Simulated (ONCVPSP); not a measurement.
**Cu (Z = 29), ONCV: configuration errors across variants**

Cu (Z = 29), optimised norm-conserving Vanderbilt (ONCV), made with ONCVPSP 4.0.1 (LDA (Perdew-Wang 92), scalar-relativistic). Core [Ar], reference 3d10 4s1. Waves: 4s: rc 1.85 bohr, ncon 4, nbas 8, qcut 3.7 1/bohr, 3 projectors, debl 3.2 Ha; p scattering state at 0.03 Ha: rc 1.70 bohr, ncon 3, nbas 7, qcut 5.6 1/bohr, 1 projector; 3d: rc 1.55 bohr, ncon 4, nbas 8, qcut 8.5 1/bohr, 1 projector. Local part: polynomial inside 1.20 bohr (lpopt 4, dvloc0 2 Ha). Core correction: none.

All-electron excitation energies from the reference (eV): (1) 3d10 4s0 8.429; (2) 3d9 4s0 30.118; (3) 3d9 4s1 11.904.

3 further variants failed, have other tests or too few solved ones, and are left out.

Errors AE − PS in meV (a dash: test not solved or not reliable):

```json
{"change": "base", "(1)": "+2.5", "(2)": "-8.9", "(3)": "-41", "bound ghosts": "none", "GHOST(+) flags above zero": "s"}
{"change": "s: rc 1.82", "(1)": "+2.6", "(2)": "-9.1", "(3)": "-41", "bound ghosts": "none", "GHOST(+) flags above zero": "s"}
{"change": "s: rc 2", "(1)": "+2.6", "(2)": "-9.4", "(3)": "-41", "bound ghosts": "none", "GHOST(+) flags above zero": "s"}
{"change": "s: rc 2.16", "(1)": "+3.0", "(2)": "-13", "(3)": "-39", "bound ghosts": "none", "GHOST(+) flags above zero": "s"}
{"change": "s: rc 2.3", "(1)": "+3.5", "(2)": "-18", "(3)": "-37", "bound ghosts": "none", "GHOST(+) flags above zero": "s"}
{"change": "s: rc 2.66", "(1)": "+4.1", "(2)": "-43", "(3)": "-26", "bound ghosts": "none", "GHOST(+) flags above zero": "s"}
```

(1) Give the same row for: s: rc 2.52.

Results:

(1) +4.0, -31, -31; bound ghosts: none; GHOST(+) flags above zero: s.
